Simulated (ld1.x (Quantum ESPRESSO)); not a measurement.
**What the settings do to the TM potential of caesium**

Base potential:

ld1.x (Quantum ESPRESSO) 7.5 input, shortened:

```
&input
   title='Cs', zed=55., rel=2, dft='PZ', iswitch=3,
   config='[Xe] 4f-2 5d0.5 6s0.5 6p0', rel_dist='average'
 /
 &inputp
   pseudotype=2, tm=.true., lloc=0,
   nlcc=.false.
 /
4
6P  2  1   0.00   0.00  3.75  3.75  0.0
5D  3  2   0.50   0.00  4.20  4.20  0.0
4F  4  3  -2.00   0.45  4.55  4.55  0.0
6S  1  0   0.50   0.00  3.10  3.10  0.0
 &test
   configts(1)='5d0.5 6s0.5 6p0'
 /
```

Open shells are filled in proportion to 2j + 1 (rel_dist='average').

Cutoffs, loose and tight: the cutoffs (Ry, on a coarse ladder) from which the occupation-weighted sum of valence levels, in a spherical-Bessel basis at the reference potential, stays within 10 and 1 mRy of its value at 400 Ry. They do not see the model core or the augmentation charge, which bear on the density cutoff. Test errors are all-electron minus pseudo excitation energies from the reference, over the configurations 5d0 6s1 6p0; 5d0 6s0.5 6p0; 5d0 6s0 6p1; 5d1 6s0 6p0. A dash means not determined; rows that change the core or the reference have their own tests.

For the base: The cutoffs count occupied waves only; the empty 6p level needs 12 Ry at the loose tolerance.

A true bound ghost makes a file unfit for plane-wave use even where its test errors are small: the radial tests pick states by their node count and pass the ghost by.

```csv
change,outcome,"cutoff, loose","cutoff, tight",bound ghosts,largest test error (meV)
base,generated,6 Ry,8 Ry,"p1/2, p3/2",+98
wave 4f channel at 0.45 Ry: rc 4.55 bohr becomes 4f channel at 0.26 Ry: rc 4.55 bohr,generated,6 Ry,8 Ry,"p1/2, p3/2",+98
wave 4f channel at 0.45 Ry: rc 4.55 bohr becomes 4f channel at 0.45 Ry: rc 3.54 bohr,generated,6 Ry,8 Ry,"p1/2, p3/2",+98
```

(1) What comes out with this change to the base: reference 5d0 6s0.5 6p0.5?

(2) What comes out with this change to the base: local potential the f channel?

(3) What comes out with this change to the base: wave 6s (bound): rc 3.10 bohr becomes 6s (bound): rc 4.22 bohr?

Results:

(1) outcome: generated; cutoff, loose: 8 Ry; cutoff, tight: 15 Ry; bound ghosts: p1/2, p3/2; largest test error (meV): +175.

(2) outcome: generated; cutoff, loose: 6 Ry; cutoff, tight: 8 Ry; bound ghosts: s, p3/2, p1/2; largest test error (meV): +97.

(3) outcome: generated; cutoff, loose: 6 Ry; cutoff, tight: 8 Ry; bound ghosts: p1/2, p3/2; largest test error (meV): +112.
